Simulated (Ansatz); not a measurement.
Relaxation of C$_{2}$H$_{8}$O$_{4}$Si (15 atoms, charge 0, multiplicity 1), to a largest force component of 0.02 eV/Å in at most 40 steps.

Method: RKS BHLYP-D4/6-31G (Ansatz).

```xyz
15
Properties=species:S:1:pos:R:3
Si 0.000 0.000 0.000
O 0.000 0.000 1.680
C -1.111 -0.344 2.494
H -1.814 -0.978 1.914
H -0.758 -0.904 3.386
H -1.631 0.581 2.821
O 1.584 0.000 -0.559
C 2.350 -1.163 -0.836
H 1.719 -1.905 -1.367
H 3.218 -0.893 -1.473
H 2.714 -1.602 0.116
O -0.791 1.371 -0.559
H -1.749 1.140 -0.782
O -0.791 -1.371 -0.559
H -1.246 -1.837 0.213
```

**Question.** Where does it end, and by what steps?

**Answer.** The run converged. The force dipped under the threshold on the way, but the program's further checks kept it going. Limits of this set-up: no polarisation functions. After 23 steps the energy has fallen by 0.919 eV; H4 moved furthest, 1.43 Å.

```csv
step,energy less start (eV),largest force component (eV/Å),accepted
0,0.0000,2.530,yes
1,-0.3903,1.421,yes
2,-0.5616,0.610,yes
3,-0.6652,0.571,yes
4,-0.7329,0.168,yes
5,-0.7754,0.238,yes
6,-0.7766,0.587,yes
7,-0.8277,0.311,yes
8,-0.8760,0.187,yes
9,-0.7903,1.985,no
10,-0.8930,0.093,yes
11,-0.9020,0.247,yes
12,-0.9100,0.017,yes
13,-0.8941,0.614,no
14,-0.9121,0.030,yes
15,-0.9130,0.174,yes
16,-0.9151,0.072,yes
17,-0.9164,0.060,yes
18,-0.9172,0.097,yes
19,-0.9180,0.038,yes
20,-0.9185,0.002,yes
21,-0.9187,0.028,yes
22,-0.9189,0.020,yes
23,-0.9189,0.006,yes
```

```xyz
15
Properties=species:S:1:pos:R:3
Si -0.334 -0.445 -0.039
O -0.763 -0.952 1.492
C -1.049 -0.188 2.670
H -1.634 -0.818 3.327
H -0.125 0.091 3.167
H -1.611 0.706 2.419
O 1.288 -0.156 -0.314
C 2.335 -1.060 -0.687
H 1.974 -1.786 -1.408
H 3.128 -0.469 -1.125
H 2.712 -1.576 0.190
O -1.125 1.012 -0.271
H -0.872 1.718 -0.862
O -0.757 -1.680 -1.088
H -1.475 -2.301 -0.985
```

Time of the run: 2.2 min on 1 thread of Arm Neoverse V2 (shared host), peak memory 0.21 GiB.
